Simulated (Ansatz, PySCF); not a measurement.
Bond stretch in GeB (cation, charge +1), lowest triplet found (which spin is the ground state isn't settled by this scan).

UHF/LANL2DZ = unrestricted Hartree-Fock/LANL2DZ, with its core potentials past Ne run with PySCF; UKS-B3LYP/3-21G = unrestricted B3LYP/3-21G (PySCF); UKS-B3LYP/6-31G* = unrestricted B3LYP/6-31G*, spherical d in PySCF 2.14.0; FCI = full CI/aug-cc-pVDZ, cores with 3d frozen (Ansatz, a program for electronic structure).

Energies relative to the lowest point of each curve between 2.07 and 2.55 Å, where full CI is lowest, in kJ/mol; the last columns give the difference from FCI:

| R / Å | UHF/LANL2DZ | UKS-B3LYP/3-21G | UKS-B3LYP/6-31G* | FCI | UHF/LANL2DZ − FCI | UKS-B3LYP/3-21G − FCI | UKS-B3LYP/6-31G* − FCI |
|---|---|---|---|---|---|---|---|
| 2.07 | 21.9 | 11.5 | 8.9 | 12.0 | 10.0 | -0.5 | -3.1 |
| 2.14 | 14.3 | 3.5 | 2.2 | 3.7 | 10.6 | -0.3 | -1.5 |
| 2.22 | 7.9 | 0.0 | 0.0 | 0.0 | 7.9 | 0.0 | 0.0 |
| 2.29 | 3.9 | 0.7 | 1.5 | 0.2 | 3.6 | 0.4 | 1.2 |
| 2.44 | 0.0 | 9.6 | 11.0 | 7.4 | -7.4 | 2.2 | 3.6 |
| 2.55 | 0.7 | 19.7 | 20.8 | 15.7 | -15.0 | 4.0 | 5.1 |
| 2.78 | 8.9 | 43.7 | 43.2 | 35.9 | -26.9 | 7.9 | 7.3 |
| 3.00 | 21.7 | 65.3 | 63.2 | 55.5 | -33.8 | 9.9 | 7.7 |
| 3.29 | 41.3 | 88.5 | 85.2 | 79.7 | -38.4 | 8.8 | 5.5 |
| 3.59 | 61.7 | 106.6 | 103.1 | 102.2 | -40.6 | 4.4 | 0.8 |
| 4.02 | 87.3 | 125.6 | 121.8 | 129.9 | -42.6 | -4.3 | -8.0 |
| 4.48 | 107.3 | 139.2 | 134.8 | 153.1 | -45.8 | -13.9 | -18.3 |
| 5.07 | 121.6 | 148.7 | 143.5 | 173.6 | -52.1 | -24.9 | -30.1 |
| 5.98 | 129.8 | 152.3 | 146.4 | 188.6 | -58.7 | -36.3 | -42.2 |
| 6.92 | 132.8 | 150.1 | 143.8 | 193.5 | -60.7 | -43.4 | -49.7 |

UHF/LANL2DZ is furthest from FCI at 6.92 (-60.7 kJ/mol, below); its mean absolute difference over the points is 30.3 kJ/mol.

UKS-B3LYP/3-21G is furthest from FCI at 6.92 (-43.4 kJ/mol, below); its mean absolute difference over the points is 10.7 kJ/mol.

UKS-B3LYP/6-31G* is furthest from FCI at 6.92 (-49.7 kJ/mol, below); its mean absolute difference over the points is 12.3 kJ/mol.

The scan ran from 1.47 to 6.92 Å; beyond the distances shown full CI changes its symmetry label.
